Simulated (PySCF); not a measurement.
A GIAO shielding run with PySCF 2.14.0 with density-fitted response routines (density fitting, non-relativistic, gas phase) on `C[C@@H]([S-])COC1CC1`, [C6H11OS]-:

```
$ OMP_NUM_THREADS=1 python probes_run.py task.json out

{"job": {"kind": "nmr", "xc": "PBE0", "basis": "pcSseg-1"}, "charge": -1, "multiplicity": 1}
C     -1.847291    -0.949308     0.953079
C     -1.653853    -0.182463    -0.351051
S     -3.232227     0.150191    -1.172555
C     -0.977939     1.160115    -0.104664
O      0.363454     1.107282     0.399955
C      1.273920     0.596195    -0.506044
C      2.667544     0.347874    -0.021369
C      1.781871    -0.813890    -0.378417
H     -2.277206    -1.928295     0.746199
H     -0.898935    -1.077224     1.482590
H     -2.537387    -0.401810     1.594067
H     -1.028698    -0.777546    -1.035520
H     -1.539579     1.715518     0.650379
H     -0.987319     1.738567    -1.039409
H      1.149650     0.987179    -1.517044
H      2.859710     0.524894     1.025357
H      3.493329     0.593483    -0.673418
H      1.991702    -1.372721    -1.278212
H      1.389449    -1.408788     0.430908
```

Hardware: 1 thread of an Intel Xeon Platinum 8488C, shared host. The job also computes population analyses, field gradients, ring-centre shieldings.

(1) How large is the calculation?

(2) How long does it take, and how much memory does it need?

Answers

(1) 72 electrons, 198 basis functions and 1046 auxiliary functions.

(2) 36 s of wall time, with 14 SCF cycles and 5 response iterations; peak memory 0.96 GiB. Times on a shared host scatter by some tens of per cent.
